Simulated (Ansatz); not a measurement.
`[CH3][In]1[CH2][S]1` + H₂ → `[CH2]1[S][InH]1` + CH₄ at 500 K and 1 bar (hydrogenolysis of the In–C bond).

Computed with Ansatz on PBE0-D4/def2-TZVP structures; ΔE is electronic, products minus reactants. CCSD(T)/CBS adds triple-zeta CCSD(T) − MP2 to the extrapolated MP2 energy (def2 sets, frozen cores). This one scheme is used for every species. def2 core potentials past Kr. For In outer-core shells are correlated without core-valence functions, which leaves a few kJ/mol of doubt a bond.

```tsv
species	CCSD(T)/CBS energy (Eh)	H − E (kJ/mol)	S (J/(mol·K))
`[CH3][In]1[CH2][S]1`	-666.68471	207.2	410.2
H₂	-1.17544	41.0	145.5
`[CH2]1[S][InH]1`	-627.41168	117.6	339.5
CH₄	-40.46206	135.6	206.8
```

H − E and S are ideal-gas, rigid-rotor, harmonic terms from PBE0-D4/def2-TZVP. For small species the MP2-based limit differs from directly extrapolated CCSD(T) by up to some mEh (0.8 for H₂); such offsets cancel only in part. 1 Eh = 2625.50 kJ/mol, R = 8.31446 J/(mol·K).

Task: By hand: ΔE, ΔH, ΔS and ΔG.

Result: ΔE = (-627.41168) + (-40.46206) − (-666.68471) − (-1.17544) = -0.01359 Eh = -35.7 kJ/mol. Δ(H − E) = 117.6 + 135.6 − 207.2 − 41.0 = 5.0, so ΔH = -30.7 kJ/mol. ΔS = 339.5 + 206.8 − 410.2 − 145.5 = -9.4 J/(mol·K). ΔG = -30.7 − 500 × (-9.4)/1000 = -26.0 kJ/mol.

Task: By hand: the equilibrium constant, and the temperature at which ΔG would vanish if ΔH and ΔS stayed fixed.

Result: log₁₀ K = −ΔG/(RT ln 10) = 2.7. ΔG = 0 at ΔH/ΔS = 3266 K, far beyond where these terms or the molecules hold.

The number of gas molecules stays the same, so ΔS is small and ΔH decides. A doubt of 5 kJ/mol in ΔE shifts log₁₀ K by 0.5 here. Modes under 60 cm⁻¹, often nearly free rotors, make the harmonic entropy too high. These are equilibria of isolated gas molecules and say nothing of rates. Largest T1 diagnostic: 0.017 (customary marks: 0.02 for closed shells, 0.045 for open ones).
